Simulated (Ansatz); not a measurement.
```yaml
crystal:
  periodic: [false, false, false]
  atoms:
    - {symbol: Si, position_ang: [0.346976, 1.879278, 0.195509]}
    - {symbol: Si, position_ang: [-0.588233, -0.234630, 0.106414]}
    - {symbol: S, position_ang: [1.124027, -1.577165, 0.355857]}
    - {symbol: S, position_ang: [0.235893, -3.238308, 0.137017]}
    - {symbol: H, position_ang: [1.121198, 2.300693, -0.697956]}
    - {symbol: H, position_ang: [0.728160, 2.215360, 1.791988]}
    - {symbol: H, position_ang: [-1.632152, -0.463782, 1.277526]}
    - {symbol: H, position_ang: [-1.632152, -0.463782, 0.977526]}
    - {symbol: H, position_ang: [-1.032692, -0.341928, -1.466485]}
    - {symbol: H, position_ang: [0.397447, -3.450790, -1.321713]}
basis:
  gaussian: {orbitals: pcseg-2, point_charges: [{charge: 0.50, position_ang: [5.751, -0.408, -0.006]}]}
hamiltonian: {xc: {name: revPBE0}}
output: {forces: true}
```

```sh
$ ansatz run in.yaml --threads 4 --pin off --events-out ev --progress --plain --max-ram 10444MiB
```

Output, abridged:

```
Functional definition: revPBE0
1460 factors; their error is unknown
mean field evaluation 1: about -37496.1211 eV, gradient 2.4e1 eV
mean field evaluation 2: about -37486.7649 eV, gradient 4.7e1 eV
mean field evaluation 4: about -37498.1438 eV, gradient 4.2e0 eV
mean field evaluation 8: about -37498.1912 eV, gradient 1.5e-1 eV
mean field evaluation 16: about -37498.3671 eV, gradient 7.7e-4 eV
mean field -37498.36711253 eV, -1378.0395740795 hartree, gradient 4.4e-5 eV, S^2 0.000000; 0 other end points of the search recorded, 0 dependent functions left out
reference -37498.36716468 eV, -1378.0395759960 hartree; 33, 33 occupied and 187, 187 virtual orbitals, 1460 factors
Total energy: -37498.36716468 eV, -1378.0395759960 hartree
Atom 0 at     0.346976     1.879278     0.195509 Å, force    -5.258671    -2.273556     8.020208 eV/Å
Atom 1 at    -0.588233    -0.234630     0.106414 Å, force     7.256748     3.733206    -6.829846 eV/Å
Atom 2 at     1.124027    -1.577165     0.355857 Å, force    -0.199949     3.932035     0.995615 eV/Å
Atom 3 at     0.235893    -3.238308     0.137017 Å, force    -1.318197    -5.278462    -2.861576 eV/Å
Atom 4 at     1.121198     2.300693    -0.697956 Å, force     4.097220     1.988072    -5.085808 eV/Å
Atom 5 at     0.728160     2.215360     1.791988 Å, force    -0.228047    -0.484546    -2.174177 eV/Å
Atom 6 at    -1.632152    -0.463782     1.277526 Å, force    -0.464910    -0.367169   116.237283 eV/Å
Atom 7 at    -1.632152    -0.463782     0.977526 Å, force    -3.391598    -0.902740  -112.581875 eV/Å
Atom 8 at    -1.032692    -0.341928    -1.466485 Å, force    -0.064497    -0.659893     1.988202 eV/Å
Atom 9 at     0.397447    -3.450790    -1.321713 Å, force    -0.379581     0.291387     2.280654 eV/Å
Dipole moment:    -0.816734    -0.729560    -0.008186 e Å
```

Q: What is wrong with this run?

A: One atom was put on top of another. The calculation finished and met its thresholds. The result belongs to that input, not to the molecule as meant.
